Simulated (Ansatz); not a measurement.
Consider the formal exchange of groups at a B–F bond: `CB(F)O[SiH3]` + CH₄ → `CB(C)O[SiH3]` + H–F.

Gas-phase electronic energies from Ansatz, PBE0-D4/def2-TZVP geometries. CBS: MP2 limit from def2 TZ/QZ plus the TZ coupled-cluster correction, frozen cores. This one scheme is used for every species. Functionals use def2-TZVPP. HSE06 is defined as in plane-wave codes. One conformer a species, not always the lowest.

`CB(F)O[SiH3]`:

```xyz
11

C     1.467    1.135    0.924
B     0.663    0.040    0.157
F     1.309   -1.041   -0.306
O    -0.666    0.121   -0.070
Si   -1.720   -0.899   -0.846
H     2.272    1.524    0.293
H     1.956    0.699    1.801
H     0.842    1.966    1.248
H    -1.324   -1.062   -2.266
H    -3.055   -0.262   -0.762
H    -1.745   -2.221   -0.173
```

CH₄:

```xyz
5

C     0.000    0.000    0.000
H    -0.564    0.025   -0.932
H    -0.048    0.977    0.480
H     1.039   -0.251   -0.211
H    -0.428   -0.752    0.663
```

`CB(C)O[SiH3]`:

Z-matrix (Å, degrees):
```
C
B 1 1.576
H 1 1.095 2 113.5
H 1 1.092 2 113.1 3 -124.2
H 1 1.098 2 108.4 3 117.9
C 2 1.568 1 122.1 3 145.2
O 2 1.368 1 120.1 3 -35.4
H 6 1.091 2 113.4 1 167.4
H 6 1.094 2 111.7 1 43.5
H 6 1.098 2 108.8 1 -72.5
Si 7 1.649 2 132.7 1 1.4
H 11 1.486 7 110.7 2 -57.9
H 11 1.486 7 110.6 2 63.0
H 11 1.481 7 107.2 2 -177.5
```

H–F:

```xyz
2

F     0.016    0.442   -0.125
H    -0.016   -0.442    0.125
```

(1) Is it downhill or uphill in electronic energy at CCSD(T)/CBS, and by how much? (An estimate is asked.)

(2) What do these levels give: r2SCAN-D4, BHLYP-D4, B2PLYP, PBE-QIDH, r2SCAN, PBE0, HSE06, BHLYP, LC-ωPBE, HF/def2-SVP, SCS-MP2/def2-TZVPP, CCSD(T)/def2-TZVPP? (Best estimate.)

Largest T1 diagnostic among the species: 0.012.

Answers

(1) Ansatz gave: Uphill: ΔE = +36.9 kcal/mol.

(2) The calculation gave: r2SCAN-D4 39.5, BHLYP-D4 40.3, B2PLYP 40.2, PBE-QIDH 37.9, r2SCAN 39.9, PBE0 38.2, HSE06 38.1, BHLYP 41.9, LC-ωPBE 38.6, HF/def2-SVP 46.5, SCS-MP2/def2-TZVPP 38.6, CCSD(T)/def2-TZVPP 37.9 kcal/mol.

At CCSD(T), def2-SVP lies +6.3 kcal/mol from the extrapolated value and def2-TZVPP +1.0 kcal/mol. The D4 term adds −2.1 kcal/mol with B3LYP and −1.2 kcal/mol with PBE0; it sums over pairs of atoms, weighted by their polarisabilities, and B3LYP, whose exchange is more repulsive, gets the larger term.

B3LYP here is the variant with VWN-RPA as its local correlation; programs differ in this.
